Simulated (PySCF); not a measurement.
# C₆ coefficients of unlike pairs at UHF

Calculated with PySCF 2.14 from the dipole response of each species, C₆(A,B) = (3/π) ∫ α_A(iu) α_B(iu) du, in atomic units, from isotropic polarisabilities. For ions this is the dispersion term alone; charge-induced terms of lower order in 1/R come first.

```csv
species,configuration,basis,relativity,α (bohr³),C₆ (like pair)
F²⁺,[He] 2s2 2p3 (4S),"x2c-TZVPPall with one added diffuse shell each of s, p, d type (6s4p3d1f)",spin-free X2C,1.260,1.542
Si²⁺,[Ne] 3s2 (1S),"aug-cc-pV(T+d)Z with one added diffuse shell each of s, p, d, f type (7s6p5d3f)",none,12.53,44.67
Mg⁺,[Ne] 3s1 (2S),aug-cc-pVDZ-DK (5s4p2d),spin-free X2C,38.71,178.5
Mn,[Ar] 3d5 4s2 (6S),"x2c-TZVPPall with one added diffuse shell each of s, p, d, f type (7s6p5d3f1g)",spin-free X2C,101.3,1003
```

Q: Estimate C₆ for Mg⁺ with Si²⁺.

A: The integral gives 81.40. The combination rule 2 C_A C_B / (C_A α_B/α_A + C_B α_A/α_B) gives 81.46 and the geometric mean 89.30.

No spin-orbit coupling is included.

The other pairs:

```tsv
pair	C₆
Mn, F²⁺	25.56
Mn, Mg⁺	421.6
Mg⁺, F²⁺	10.26
Si²⁺, F²⁺	6.910
Mn, Si²⁺	193.5
```
